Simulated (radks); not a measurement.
The numbers below are computed, except where a source is named.
N, configuration [He] 2s2 2p3. Code: a radial shooting solver on a logarithmic mesh with Libxc functionals. Model: Dirac Kohn-Sham, PBE, spin-unpolarised, spherical densities, point nucleus; open shells fill j = l - 1/2 first.

Unscreened Slater integrals over Kohn-Sham orbitals (eV). Large and small components are both included.

| integral | value |
|---|---|
| F0(2p3/2,2p3/2) | 17.158 |
| F2(2p3/2,2p3/2) | 7.5618 |
| F0(2p3/2,2p1/2) | 17.168 |
| G2(2p3/2,2p1/2) | 7.5649 |
| F0(2p3/2,2s1/2) | 17.900 |
| G1(2p3/2,2s1/2) | 10.848 |
| F0(2p3/2,1s1/2) | 25.211 |
| G1(2p3/2,1s1/2) | 2.3976 |
| F0(2p1/2,2p1/2) | 17.179 |
| F0(2p1/2,2s1/2) | 17.911 |
| G1(2p1/2,2s1/2) | 10.854 |
| F0(2p1/2,1s1/2) | 25.243 |
| G1(2p1/2,1s1/2) | 2.4036 |
| F0(2s1/2,2s1/2) | 18.797 |
| F0(2s1/2,1s1/2) | 26.790 |
| G0(2s1/2,1s1/2) | 1.8854 |
| F0(1s1/2,1s1/2) | 111.74 |
